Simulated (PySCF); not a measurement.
# Electron correlation in Ne+ (neon, charge +1)

Starting occupation: [He] 2s2 2p5, 2p1/2 with m_j = -1/2, +1/2, 2p3/2 with m_j = -1/2, +1/2, +3/2. Calculation: PySCF 2.14, in x2c-TZVPall-2c with one added diffuse shell each of s, p, d type (6s4p3d1f, 40 functions); X2C-1e with screened-nucleus spin-orbit coupling, Gaussian nucleus. Frozen: 1s2; 7 electrons correlated.

MP2 pair energies summed by pair of shells (mhartree):

| pair | energy | share (%) |
| --- | --- | --- |
| 2p-2p | -121.92 | 61.6 |
| 2p-2s | -66.36 | 33.5 |
| 2s-2s | -9.69 | 4.9 |

Total MP2 correlation energy: -197.97 mhartree.

The GHF reference relaxed away from the jj start to a determinant that is no pure jj level (⟨S²⟩ = 0.75, ⟨J²⟩ = 3.75); the energies belong to that determinant.
